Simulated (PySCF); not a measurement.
ZrCl₄, SMILES [Cl][Zr]([Cl])([Cl])[Cl], multiplicity 1. Heavy atoms are numbered as in [Zr:1]([Cl:2])([Cl:3])([Cl:4])[Cl:5].

Coordinates come from a PBE-D3(BJ)/def2-SVP optimisation. The spin state was assumed, not searched. The isomer is the one that the SMILES or the coordinates give; other isomers of the formula were not compared. The def2 effective core potentials stand for the cores of Zr; spin–orbit coupling is left out.

Calculation: PySCF with PBE0/def2-TZVP.

ESP charges are fitted to the potential on shells at 1.4 to 2.0 van der Waals radii. Atomic charges (e), one atom of each kind:

```json
[
 {"atom": "Zr1", "Löwdin": "-0.46", "ESP fit": "0.61"},
 {"atom": "Cl2", "Löwdin": "0.12", "ESP fit": "-0.15"}
]
```
